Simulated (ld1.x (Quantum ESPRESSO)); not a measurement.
**What one change does to a pseudopotential (platinum (Pt), TM)**

* Element: platinum (Pt)
* Generator: ld1.x (Quantum ESPRESSO) 7.5
* Type: norm-conserving Troullier–Martins (Kleinman–Bylander form)
* Functional: PBE
* Relativity: scalar-relativistic
* Frozen core: [Xe] 4f14
* Valence charge: 10
* Reference configuration: 5d9 6s1 6p0
* Partial waves: 6s (bound): rc 2.60 bohr; 5d (bound): rc 1.55 bohr; 6p (bound, empty): rc 2.55 bohr
* Local potential: the p channel
* Core correction: Bessel-smoothed model core inside 1.15 bohr

Change: wave 5d (bound): rc 1.55 bohr becomes 5d (bound): rc 2.20 bohr.

Cutoffs: the cutoffs (Ry, on a coarse ladder) from which the occupation-weighted sum of valence levels, in a spherical-Bessel basis at the reference potential, stays within 10 and 1 mRy of its value at 400 Ry; they do not see the model core or the augmentation charge, which bear on the density cutoff. Errors are all-electron minus pseudo energies relative to the spin-unpolarised reference configuration.

Problem. How do hardness, ghosts and transferability respond?

Solution. The potential gets softer (40 Ry and 70 Ry → 40 Ry and 50 Ry); the errors of the 7 common tests hardly move; neither file shows a bound ghost. A larger radius leaves more room for a smooth pseudo-wave, so fewer plane waves are needed.

| quantity | base | changed |
| --- | --- | --- |
| cutoff, loose | 40 Ry | 40 Ry |
| cutoff, tight | 70 Ry | 50 Ry |
| bound ghosts | none | none |
| error for 5d9 6s0 6p0, meV [ΔE 9.19 eV] | -19 | -18 |
| error for 5d8 6s0 6p0, meV [ΔE 29.16 eV] | -157 | -157 |
| error for 5d7 6s0 6p0, meV [ΔE 61.38 eV] | -655 | -648 |
| error for 5d9 6s0.5 6p0, meV [ΔE 3.69 eV] | -4.8 | -4.6 |
| error for 5d9.5 6s0.5 6p0, meV [ΔE -0.12 eV] | -22 | -21 |
| error for 5d8 6s1 6p0, meV [ΔE 11.17 eV] | -77 | -75 |
| error for 5d8 6s2 6p0, meV [ΔE 1.00 eV] | -80 | -76 |
| s: phases at 2.86 bohr within 0.05 rad from the reference energy up to (Ry; the scan ends near 5) | 1.0 | 1.0 |
| p: phases at 2.86 bohr within 0.05 rad from the reference energy up to (Ry; the scan ends near 5) | 2.4 | 2.4 |
| d: phases at 2.86 bohr within 0.05 rad from the reference energy up to (Ry; the scan ends near 5) | 0.7 | 0.7 |
